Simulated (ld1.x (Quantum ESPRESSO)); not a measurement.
**u(r) = r·R(r): atom against pseudo-atom (O (Z = 8))**

Columns: radius, all-electron u(r) and pseudo u(r) of the 2p shell (level -9.60 eV) of oxygen in the configuration [He] 2s1 2p5; LDA (PZ), scalar-relativistic, TM scheme, ld1.x (Quantum ESPRESSO) 7.5.

| r (bohr) | all-electron | pseudo |
| --- | --- | --- |
| 0.100 | 0.1039 | 0.0310 |
| 0.200 | 0.2925 | 0.1195 |
| 0.300 | 0.4752 | 0.2529 |
| 0.400 | 0.6224 | 0.4121 |
| 0.500 | 0.7284 | 0.5750 |
| 0.600 | 0.7966 | 0.7202 |
| 0.700 | 0.8335 | 0.8313 |
| 0.800 | 0.8460 | 0.8997 |
| 0.900 | 0.8404 | 0.9253 |
| 1.000 | 0.8217 | 0.9145 |
| 1.100 | 0.7941 | 0.8779 |
| 1.200 | 0.7607 | 0.8262 |
| 1.300 | 0.7238 | 0.7687 |
| 1.400 | 0.6850 | 0.7119 |
| 1.500 | 0.6456 | 0.6593 |
| 1.600 | 0.6064 | 0.6120 |
| 1.700 | 0.5681 | 0.5697 |
| 1.800 | 0.5309 | 0.5312 |
| 1.900 | 0.4953 | 0.4953 |
| 2.000 | 0.4613 | 0.4613 |
| 2.100 | 0.4291 | 0.4291 |
| 2.200 | 0.3986 | 0.3986 |
| 2.300 | 0.3699 | 0.3699 |
| 2.400 | 0.3430 | 0.3430 |
| 2.500 | 0.3178 | 0.3178 |
| 2.600 | 0.2942 | 0.2942 |

(1) How many radial nodes do the two functions have?

(2) At about which radius was the pseudo-wave matched?

(3) Where does each function peak?

(4) Is the pseudo-wave norm-conserving?

Results:

(1) The all-electron 2p function has n − l − 1 = 0; the pseudo-wave has 0.

(2) 2.00 bohr. The columns agree to 0.0005 from 1.80 bohr on; several derivatives are matched, so the curves merge somewhat inside the radius.

(3) Outermost all-electron maximum near 0.80 bohr, pseudo maximum near 0.90 bohr (to the table’s step).

(4) Yes: the TM scheme keeps the norm inside the radius equal to the all-electron one, which fixes the energy derivative of the logarithmic derivative at the level.
